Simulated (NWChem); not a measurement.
Species: BHOIF; SMILES B(F)(O)I

```xyz
5

B      0.0240    -1.3204     0.0000
F     -1.1233    -1.9835     0.0000
I     -0.0135     0.8119     0.0000
O      1.2002    -1.9575     0.0000
H      1.1039    -2.9190     0.0000
```
Atoms are numbered in this order, from 1.

Results from NWChem. Medium grid unless said otherwise, to which SCAN and Minnesota functionals are sensitive. All runs use the structure optimised with PBE0/def2-SVP. def2 effective core potentials on I; no spin-orbit coupling. Total energies of different functionals are on different scales.

```csv
level,energy (Ha),highest occupied level (eV),orbital gap (eV),dipole (D)
B3LYP/def2-SVP,-498.3036,-7.27,7.34,2.17
PBE/def2-SVP,-497.9823,-6.35,5.64,2.20
SCAN/def2-SVP,-498.2467,-6.71,6.26,2.26
M06-2X/def2-SVP,-498.0627,-8.75,9.91,2.34
N12/def2-SVP,-498.9332,-6.10,5.62,1.99
KT2/def2-SVP,-502.7248,-6.46,5.76,2.09
MN15/def2-SVP,-497.2939,-8.06,8.90,2.24
```
